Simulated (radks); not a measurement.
Values are calculated unless marked as measured or tabulated.
Problem. These are the eigenvalues of the occupied orbitals of an atom or ion with whole-number occupations (eV). Code: a radial shooting solver on a logarithmic mesh with Libxc functionals. Model: scalar-relativistic Kohn-Sham, PBE, spin-unpolarised, spherical densities, point nucleus.

1s: -39.1300

Which element is it, and in what charge state? The configuration may be excited.

Solution. Z = 2, helium, charge +1: He+ in 1s1. The 1s level, -1.438 hartree, gives Z - s = 1.7 by -(Z - s)^2/2, which with screening and relativity narrows Z to a few neighbours, and the depths must fix Z and the occupations together.
